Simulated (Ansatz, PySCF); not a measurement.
Caution: the highest occupied level lies above zero, so the state may not be bound. This triplet is an excited state, 1.84 eV above the relaxed singlet at the level frozen-core CCSD(T)/aug-cc-pVDZ // PBE0-D3(BJ)/def2-TZVPD (Ansatz, a program for electronic structure).

Cartesian coordinates (Å):
SMILES: [C-]#[N+][Al-][OH]
```xyz
5

C      2.4645    -0.4658    -0.0130
N      1.4155     0.0546     0.0375
Al    -0.2358     0.9294     0.1290
O     -1.6263    -0.1337     0.3415
H     -2.0179    -0.3845    -0.4950
```
Charge -1, spin multiplicity 3.

### Question
Predict the total energy and highest occupied spin orbital from PBE-D3(BJ)/def2-TZVPD // PBE0-D3(BJ)/def2-TZVPD run with PySCF 2.14.0.

### Answer

The total energy comes out as -410.8972 Ha and the highest occupied spin orbital comes out as 1.80 eV.
